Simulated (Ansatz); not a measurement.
N-butyl-N-methylpyrrolidinium (C₉H₂₀N⁺). Total charge 1; singlet. Geometry r2SCAN-D4/def2-SVP.

```xyz
30

C    -3.970   -0.752   -1.008
C    -2.594   -0.229   -1.400
C    -1.642   -0.139   -0.202
C    -0.297    0.418   -0.630
N     0.789    0.405    0.431
C     0.311    1.058    1.688
C     2.023    1.149   -0.094
C     3.208    0.340    0.398
C     2.707   -1.090    0.203
C     1.278   -1.027    0.725
H    -3.907   -1.762   -0.571
H    -4.632   -0.810   -1.884
H    -4.454   -0.095   -0.268
H    -2.147   -0.884   -2.170
H    -2.689    0.769   -1.864
H    -1.527   -1.143    0.246
H    -2.100    0.504    0.570
H    -0.392    1.468   -0.951
H     0.114   -0.153   -1.479
H    -0.107    2.043    1.443
H     1.164    1.170    2.370
H    -0.455    0.430    2.157
H     1.964    1.128   -1.192
H     1.973    2.193    0.244
H     3.424    0.547    1.459
H     4.117    0.570   -0.175
H     2.722   -1.361   -0.866
H     3.296   -1.846    0.743
H     1.239   -1.164    1.815
H     0.585   -1.739    0.261
```

B3LYP takes the VWN-RPA correlation.

(1) Estimate the orbital energies around the gap (eV) in Ansatz with HF/STO-3G, PBE-D4/def2-TZVP, revPBE-D4/def2-TZVP, B3LYP-D4/6-31G, PBE0-D4/def2-TZVP.

Answers

(1) 
| orbital | HF/STO-3G | PBE-D4/def2-TZVP | revPBE-D4/def2-TZVP | B3LYP-D4/6-31G | PBE0-D4/def2-TZVP |
| --- | --- | --- | --- | --- | --- |
| HOMO−13 | -20.01 | -14.79 | -14.75 | -16.13 | -16.40 |
| HOMO−12 | -19.17 | -14.08 | -14.04 | -15.40 | -15.62 |
| HOMO−11 | -18.90 | -13.94 | -13.90 | -15.22 | -15.46 |
| HOMO−10 | -18.47 | -13.74 | -13.69 | -14.98 | -15.23 |
| HOMO−9 | -18.24 | -13.64 | -13.59 | -14.87 | -15.14 |
| HOMO−8 | -18.00 | -13.21 | -13.18 | -14.48 | -14.69 |
| HOMO−7 | -17.55 | -13.04 | -12.99 | -14.21 | -14.50 |
| HOMO−6 | -17.39 | -12.92 | -12.88 | -14.11 | -14.36 |
| HOMO−5 | -17.23 | -12.83 | -12.79 | -14.01 | -14.27 |
| HOMO−4 | -16.87 | -12.35 | -12.33 | -13.53 | -13.79 |
| HOMO−3 | -16.78 | -12.28 | -12.26 | -13.46 | -13.72 |
| HOMO−2 | -15.69 | -11.76 | -11.70 | -12.81 | -13.15 |
| HOMO−1 | -15.40 | -11.38 | -11.34 | -12.46 | -12.79 |
| HOMO | -15.26 | -11.14 | -11.12 | -12.24 | -12.55 |
| LUMO | 7.39 | -4.00 | -3.88 | -2.67 | -3.15 |
| LUMO+1 | 7.56 | -3.42 | -3.33 | -1.97 | -2.51 |
| LUMO+2 | 8.30 | -3.29 | -3.20 | -1.76 | -2.33 |
| LUMO+3 | 8.79 | -3.17 | -3.08 | -1.63 | -2.27 |
| LUMO+4 | 11.31 | -2.92 | -2.81 | -1.36 | -1.97 |
| LUMO+5 | 11.41 | -2.77 | -2.69 | -1.05 | -1.81 |
